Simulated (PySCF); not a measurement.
A structure optimised at PBE-D3(BJ)/def2-SVP, used in a PySCF frequency run:

```xyz
11

C      2.4858     0.4804     1.1887
C      1.5713     0.2606     0.3976
Si     0.1820    -0.0787    -0.7637
C     -1.3562    -0.5967     0.1778
C     -2.5300     0.0600     0.0907
H      3.2929     0.6758     1.8829
H     -0.1242     1.1629    -1.5550
H      0.6294    -1.1677    -1.7020
H     -1.2945    -1.4867     0.8317
H     -2.6495     0.9577    -0.5411
H     -3.4268    -0.2658     0.6461
```

Problem. Write its SMILES and formula.

Solution. C#C[SiH2]C=C, C4H6Si

Problem. What are its rotational constants (standard atomic weights)?

Solution. 10.127, 1.9683, 1.7694 GHz
